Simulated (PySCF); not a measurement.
A GIAO shielding run with PySCF (density fitting, non-relativistic, gas phase) on SMILES OCC[C@@H]1C[SiH2]C=C1[SiH3], C6H14OSi2:

```
$ OMP_NUM_THREADS=1 python probes_run.py task.json out

{"job": {"kind": "nmr", "xc": "PBE0", "basis": "pcSseg-1"}, "charge": 0, "multiplicity": 1}
O      2.884123     0.156118    -1.468243
C      1.600030    -0.198543    -1.007119
C      1.410630     0.111769     0.476685
C     -0.016187    -0.151703     0.979321
C     -0.405855    -1.640585     0.899047
Si    -1.640301    -1.815995    -0.541696
C     -1.853675     0.044578    -0.595606
C     -0.997265     0.690907     0.201352
Si    -0.931222     2.570222     0.358052
H      3.541985    -0.300994    -0.932292
H      0.902126     0.389097    -1.607155
H      1.406454    -1.263180    -1.199975
H      2.113181    -0.489439     1.063994
H      1.657830     1.164786     0.638132
H     -0.038949     0.176108     2.026478
H      0.478765    -2.266456     0.804539
H     -0.886668    -1.934825     1.832248
H     -2.848059    -2.561456    -0.174878
H     -1.057049    -2.394852    -1.757539
H     -2.574157     0.583980    -1.191430
H     -2.287998     3.101039     0.217824
H     -0.391359     2.924717     1.675516
H     -0.071134     3.131690    -0.687177
```

Hardware: 1 thread of an Intel Xeon, shared host. The job also computes population analyses, field gradients, ring-centre shieldings.

(1) How large is the calculation?

(2) How long does it take, and how much memory does it need?

Answers

(1) 86 electrons, 237 basis functions and 1273 auxiliary functions.

(2) 100 s of wall time, with 14 SCF cycles and 5 response iterations; peak memory 1 GiB. Times on a shared host scatter by some tens of per cent.
